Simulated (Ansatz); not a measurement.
C₂H₇NOSi (`C[SiH2]C(=N)O`) at its PBE0-D4/def2-TZVP geometry, where that method's forces vanish. The species carries charge 0 and has multiplicity 1.

| atom | x (Å) | y (Å) | z (Å) |
| --- | --- | --- | --- |
| C1 | 0.861 | 1.613 | 0.249 |
| Si2 | -0.012 | 0.095 | 0.887 |
| C3 | -0.467 | -1.074 | -0.545 |
| N4 | -1.599 | -1.567 | -0.821 |
| O5 | 0.589 | -1.376 | -1.329 |
| H6 | 1.136 | 2.278 | 1.070 |
| H7 | 0.223 | 2.167 | -0.443 |
| H8 | 1.772 | 1.326 | -0.281 |
| H9 | -1.300 | 0.428 | 1.551 |
| H10 | 0.846 | -0.655 | 1.842 |
| H11 | -2.309 | -1.262 | -0.162 |
| H12 | 0.258 | -1.974 | -2.018 |

Problem. For each bond, give half the difference of the two atoms' forces along it (eV/Å; positive pushes the atoms apart) under PBE-D4, r2SCAN-D4, B3LYP-D4, ωB97M-V in def2-TZVPP. (Best estimate.)

Solution. Computed: 
```tsv
bond	length (Å)	PBE-D4	r2SCAN-D4	B3LYP-D4	ωB97M-V
C1–Si2	1.864	0.01	0.01	0.12	0.05
C1–H6	1.092	0.09	-0.02	-0.04	-0.04
C1–H7	1.092	0.11	-0.01	-0.04	-0.04
C1–H8	1.092	0.11	-0.01	-0.05	-0.05
Si2–C3	1.903	-0.30	-0.20	-0.08	-0.03
Si2–H9	1.487	0.08	-0.02	-0.11	-0.13
Si2–H10	1.487	0.08	-0.02	-0.10	-0.14
C3–N4	1.266	0.62	0.29	0.09	-0.04
C3–O5	1.349	0.31	0.28	0.29	0.31
N4–H11	1.015	0.16	-0.02	-0.06	-0.03
O5–H12	0.970	0.44	0.04	-0.04	-0.13
```

B3LYP here is the variant with VWN-RPA as its local correlation; programs differ in this.
